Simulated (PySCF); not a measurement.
Compound: [InCl4]- (charge -1).
SMILES: `[Cl][In-]([Cl])([Cl])[Cl]`

The calculation used PySCF 2.14.0, density-fitted response routines, TDDFT B3LYP/def2-SVPD, vertical, gas phase, core orbitals frozen in the response, def2 core potentials past Kr. Isolated species at its PBE0-D3(BJ)/def2-SVP geometry, gas phase. Spin–orbit coupling is left out.

Computed states:

```csv
state,E (eV),f
S1,5.13,0.0001
S2,5.15,0.0002
S3,5.16,0.0002
S4,5.45,0.0008
S5,5.46,0.028
S6,5.46,0.087
S7,5.47,0.115
S8,5.48,0.116
S9,6.84,0.144
```

Broadening: Gaussians 0.5 eV wide at half height, area fixed by f = 4.319×10⁻⁹ ∫ε dν̃. The cross-section is σ = 3.8235×10⁻²¹ ε cm², given in Mb (10⁻¹⁸ cm²). The width is an assumption, not a result. The curve ends short of the highest state used, and states not computed would add to its high-energy end.

(1) What does the envelope look like, and where are its maxima?

(2) On this curve, what absorbance would a 10⁻⁴ mol/L sample give at 222 nm over a 1 cm path?

(3) Coming from long wavelengths, where does ε first pass 100 L mol⁻¹ cm⁻¹?

Answers

(1) 
```json
{"λ (nm)": "198.7", "σ (Mb)": "0.64"}
{"λ (nm)": "201.1", "σ (Mb)": "0.52"}
{"λ (nm)": "203.5", "σ (Mb)": "1.02"}
{"λ (nm)": "205.9", "σ (Mb)": "2.43"}
{"λ (nm)": "208.3", "σ (Mb)": "5.36"}
{"λ (nm)": "210.7", "σ (Mb)": "10.53"}
{"λ (nm)": "213.1", "σ (Mb)": "18.46"}
{"λ (nm)": "215.5", "σ (Mb)": "29.11"}
{"λ (nm)": "217.9", "σ (Mb)": "41.53"}
{"λ (nm)": "220.3", "σ (Mb)": "53.94"}
{"λ (nm)": "222.7", "σ (Mb)": "64.17"}
{"λ (nm)": "225.1", "σ (Mb)": "70.29"}
{"λ (nm)": "227.5", "σ (Mb)": "71.25"}
{"λ (nm)": "229.9", "σ (Mb)": "67.16"}
{"λ (nm)": "232.3", "σ (Mb)": "59.14"}
{"λ (nm)": "234.7", "σ (Mb)": "48.86"}
{"λ (nm)": "237.1", "σ (Mb)": "38.01"}
{"λ (nm)": "239.5", "σ (Mb)": "27.96"}
{"λ (nm)": "241.9", "σ (Mb)": "19.52"}
{"λ (nm)": "244.3", "σ (Mb)": "12.98"}
{"λ (nm)": "246.7", "σ (Mb)": "8.24"}
{"λ (nm)": "249.1", "σ (Mb)": "5.02"}
{"λ (nm)": "251.5", "σ (Mb)": "2.94"}
{"λ (nm)": "253.9", "σ (Mb)": "1.66"}
{"λ (nm)": "256.3", "σ (Mb)": "0.90"}
{"λ (nm)": "258.7", "σ (Mb)": "0.48"}
{"λ (nm)": "261.1", "σ (Mb)": "0.25"}
{"λ (nm)": "263.5", "σ (Mb)": "0.12"}
{"λ (nm)": "265.9", "σ (Mb)": "0.06"}
{"λ (nm)": "268.3", "σ (Mb)": "0.03"}
{"λ (nm)": "270.7", "σ (Mb)": "0.01"}
{"λ (nm)": "273.1", "σ (Mb)": "0.01"}
{"λ (nm)": "275.5", "σ (Mb)": "0.00"}
{"λ (nm)": "277.9", "σ (Mb)": "0.00"}
{"λ (nm)": "280.3", "σ (Mb)": "0.00"}
{"λ (nm)": "282.7", "σ (Mb)": "0.00"}
```

Maxima: 227 nm (5.47 eV), ε about 19000, made up of S6 (25%), S7 (33%) and S8 (33%) (ε in L mol⁻¹ cm⁻¹; maxima over ε = 5, shares over 10%). At its high-energy end, 6.24 eV, the curve is still rising (ε about 170, from S9).

(2) 222 nm is 5.585 eV, where ε is about 16000 L mol⁻¹ cm⁻¹, so A = ε c l ≈ 1.6 (Beer–Lambert, with the gas-phase spectrum and the assumed width).

(3) At about 260 nm (4.78 eV), 0.36 eV below S1.

No detachment energy is given for this anion; states above it aren't bound, and a finite basis only mimics them.

Hardware: one thread of an Arm Neoverse V2, no GPU (shared host). Cost: 13 s of wall time.
